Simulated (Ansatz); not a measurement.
H3SeSi, SMILES `[SiH2][SeH]` radical at its PBE0-D4/def2-TZVP geometry, where that method's forces vanish. Total charge 0; spin multiplicity 2.

```xyz
5

Si    0.2788    0.3459   -0.6744
Se   -0.1348   -1.3488    0.7814
H    -0.3270    1.6227   -0.1967
H     1.7625    0.4639   -0.7146
H    -1.5795   -1.0836    0.8044
```

(1) What forces (eV/Å) does r2SCAN-D4/def2-TZVPP give on these atoms in Ansatz? (Estimate.)

## Answers

(1) Ansatz gave: 
```
Si1  0.014  0.052 -0.021
Se2 -0.020 -0.039  0.030
H3   0.013 -0.010 -0.012
H4  -0.024 -0.001  0.004
H5   0.016 -0.002 -0.001
```
